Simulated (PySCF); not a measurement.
Sb(Br)(TeH)2 (BrH2SbTe2), SMILES [Br][Sb]([TeH])[TeH]. Atoms are numbered in the order given.

```xyz
6

Sb    -0.7061    -0.3678     0.6858
Br     1.4502    -0.8017     1.9833
Te    -0.2215     2.2190    -0.1766
H     -0.1488     2.7501     1.4025
Te    -0.0381    -1.3217    -1.8266
H     -1.0983    -2.5932    -1.6273
```

Geometry optimised at PBE0-D3(BJ)/def2-SVP. The def2 effective core potentials stand for the cores of Sb, Te; spin–orbit coupling is left out.

Level of theory: IEF-PCM-PBE0/def2-SVP (PySCF).

The values are the electrostatic part of the solvation free energy, E(continuum) − E(gas) at the gas-phase geometry, in a cavity of scaled van der Waals radii (PySCF's table); cavitation and dispersion terms are not included. A continuum can't describe solvent molecules that bind to the metal. In vacuum the orbital gap is 4.50 eV. The dipole moment in vacuum is 2.15 D.

Computed values in water (ε = 78.36), chlorobenzene (ε = 5.70), tetrahydrofuran (ε = 7.43):
| solvent | ε | ΔG(elec) (kcal/mol) | dipole (D) | gap (eV) |
|---|---|---|---|---|
| water | 78.36 | -4.9 | 3.38 | 4.59 |
| chlorobenzene | 5.70 | -3.6 | 3.01 | 4.57 |
| tetrahydrofuran | 7.43 | -3.9 | 3.09 | 4.58 |
